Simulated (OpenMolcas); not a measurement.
**Tb: effect of the basis set**

```
Program             : OpenMolcas 26.06
Method              : CASSCF
Active space        : 9 electrons in 7 orbitals (4f)
State averaging     : 2S+1 = 6 odd, 21 roots; 2S+1 = 4 odd, 224 roots (115 in the spin-orbit step); 2S+1 = 2 odd, 82 roots kept (CI in the orbitals of an earlier block)
Spin-orbit coupling : RASSI with atomic mean-field integrals over the reference wave functions, term energies averaged over their components
```

A. ANO-RCC-VDZP [7s6p4d2f1g], DKH2, point nucleus; cost of the order of 110 core-seconds
B. ANO-RCC-VTZP [8s7p5d3f2g1h], DKH2, point nucleus; cost of the order of 2.5 core-minutes
C. ANO-RCC-VQZP [9s8p6d4f3g2h], DKH2, point nucleus; cost of the order of 3 core-minutes

Energies in cm-1 above 4f9 6s2 6H* 15/2, the measured ground level; measured values from NIST Handbook of Basic Atomic Spectroscopic Data.

```csv
Level,A,B,C,Measured
4f9 6s2 6H* 15/2,0.0,0.0,0.0,0.0
4f9 6s2 6H* 13/2,2861,2884,2879,2772
4f9 6s2 6H* 11/2,4976,5009,5001,4670
4f9 6s2 6H* 9/2,6612,6651,6641,6175
4f9 6s2 6H* 7/2,7885,7930,7918,
4f9 6s2 6F* 11/2,8794,8768,8765,
4f9 6s2 6H* 5/2,8853,8902,8890,
4f9 6s2 6F* 9/2,10095,10066,10063,
4f9 6s2 6F* 7/2,11631,11616,11609,
4f9 6s2 6F* 5/2,12839,12832,12824,
4f9 6s2 6F* 3/2,13598,13592,13583,
4f9 6s2 6F* 1/2,14010,14004,13994,
4f9 6s2 4F* 9/2(1) [74 %],22823,22683,22686,
4f9 6s2 4I* 15/2 [62 %],23008,22827,22835,
4f9 6s2 4M* 21/2,24907,24762,24765,
4f9 6s2 4G* 11/2(1),25010,24859,24862,
4f9 6s2 4I* 13/2,25945,25805,25807,
4f9 6s2 4M* 19/2,26239,26090,26093,
4f9 6s2 4F* 7/2(1) [68 %],26628,26504,26504,
4f9 6s2 4M* 15/2 [61 %],28019,27873,27874,
4f9 6s2 4I* 11/2,28387,28275,28272,
4f9 6s2 4F* 5/2(1) [59 %],29905,29784,29781,
4f9 6s2 4L* 19/2 [73 %],31212,31052,31052,
4f9 6s2 4K* 15/2 [65 %],31454,31307,31305,
```

Deviations, from unrounded energies. A percentage is the sum of absolute deviations over the sum of measured energies, with the sign that they share, or ± where signs differ.

```json
{"Against measurement": "mean absolute deviation (cm-1)", "Levels": "3", "A": "280", "B": "310", "C": "300"}
{"Against measurement": "fine structure of the ground term (%)", "Levels": "3", "A": "+6.1", "B": "+6.8", "C": "+6.6"}
```

A lies closest to measurement on these levels and B furthest from it. The largest miss of A in the table is 4f9 6s2 6H* 9/2, by +440 cm-1. The ranking rests on the paired levels alone, and a cruder setting can come out closer through cancelling errors.

Among A to C the level of the table that moves most is 4f9 6s2 4I* 15/2 [62 %], by 180 cm-1 (lowest in B, highest in A).

High states are left out of the spin-orbit mixing, which shifts the levels that they would mix with. Without dynamic correlation excited terms often stand tens of per cent too high (terms of higher spin than the ground term too low), and those without a measured partner can miss by more than the paired ones. With the s shell closed, the reference lacks s² → p² mixing. Computed and measured levels are paired by configuration, term and J; levels that our copy of the source lacks, or whose pairing is in doubt (as where it misses far off the trend of its configuration), stay unpaired and out of the deviations. Levels of configurations outside the active space are missing. The table leaves out levels that lie high or whose names do not pair safely across all columns.

A share in square brackets marks a mixed level and gives the weight of the term that names it, the lowest over the columns. A number in round brackets counts repeated terms of one configuration in the order of the reference energies. * marks odd parity.
